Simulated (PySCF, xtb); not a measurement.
AlHI₂, SMILES [I][AlH][I].

Harmonic wavenumbers (cm⁻¹) from GFN2-xTB in xtb 6.7.1 at its own minimum, in rising order: 68, 320, 416, 526, 629, 1907.

What does B3LYP-D3(BJ)/def2-SVP (PySCF 2.14.0) give at its own minimum? (Estimate from the structure and the level; the computed values follow.)

79, 297, 410, 411, 627, 1987. Paired by order, the mean absolute difference is 40 cm⁻¹ and the zero-point energies are 5.5 and 5.4 kcal/mol.
